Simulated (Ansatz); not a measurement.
`[CH3][In]([NH2])[GeH3]`, relaxed with RKS PBE0-D4/def2-TZVP in the Gaussian-basis code of Ansatz from a GFN2-xTB geometry. The force threshold is 0.005 eV/Å; the program also tests the step.

Total charge 0; spin multiplicity 1. In: def2 effective core potential.

Start:

```xyz
12

C    -1.270   -1.409    1.401
In    0.104   -0.273    0.054
N     2.029   -0.951   -0.104
Ge   -0.233    2.062   -1.106
H    -1.976   -0.737    1.885
H    -0.661   -1.907    2.153
H    -1.820   -2.157    0.831
H     2.185   -1.941    0.044
H     2.549   -0.691   -0.936
H     0.757    2.385   -2.213
H    -1.560    2.333   -1.797
H    -0.105    3.285   -0.212
```

(1) By how much does the energy fall, and how many steps does the optimiser take? (Best estimate.)

(2) Which bonds change most? (Estimate.)

(3) Give the relaxed structure. (An estimate is asked.)

## Answers

(1) Ansatz gave: 0.15 eV, in 38 steps, 7 of them rejected.

(2) The calculation gave: C1–In2 from 2.234 to 2.149 Å; In2–Ge4 from 2.629 to 2.594 Å; In2–N3 from 2.047 to 2.015 Å; Ge4–H12 from 1.520 to 1.542 Å.

(3) Computed: 
```xyz
12

C    -1.196   -1.318    1.390
In    0.097   -0.207    0.081
N     1.893   -1.055   -0.253
Ge   -0.264    2.051   -1.144
H    -1.467   -0.713    2.257
H    -0.696   -2.225    1.732
H    -2.114   -1.593    0.868
H     2.193   -1.930    0.145
H     2.608   -0.661   -0.842
H     0.949    2.447   -2.007
H    -1.491    2.001   -2.077
H    -0.512    3.203   -0.150
```
